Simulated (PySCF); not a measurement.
**Gas-phase XPS of (KF)2 ring, computed**

Compound: (KF)2 ring, K2F2.
Z-matrix (Å and degrees, PBE0-D3(BJ)/def2-SVP geometry), rows numbered from 1:
```
K 
F   1  2.3370
K   2  2.3344  1   96.16
F   1  2.3348  2   83.85  3    -0.01
```

Theory: delta-SCF UKS SCAN, pcX-2 on the ionised atom, pcseg-1 elsewhere, spin-free X2C (PySCF). These are vertical core ionisation energies against the vacuum level, from separate self-consistent calculations with and without the core hole.

Task: Give the core binding energies atom by atom.

Result: 
| atom(s) | environment | level | binding energy (eV) | count |
| --- | --- | --- | --- | --- |
| F2/F4 | fluorine bonded to 2 K | F 1s | 687.11 | 2 |

Task: Which photon energy gives electrons from F 1s of F2 (atom 2)/F4 a kinetic energy of 20 eV, and what is their de Broglie wavelength?

Result: hν = 687.11 + 20 = 707.11 eV, recoil neglected; λ = 12.264 Å/√(E/eV) = 2.74 Å.

The first atom of each set that the bonding makes equivalent was ionised and stands for the set. No level of potassium is listed. Isolated species at its PBE0-D3(BJ)/def2-SVP geometry, gas phase.

On an Arm Neoverse V2 with one thread, on a shared host, this took 1.6 s of wall time.
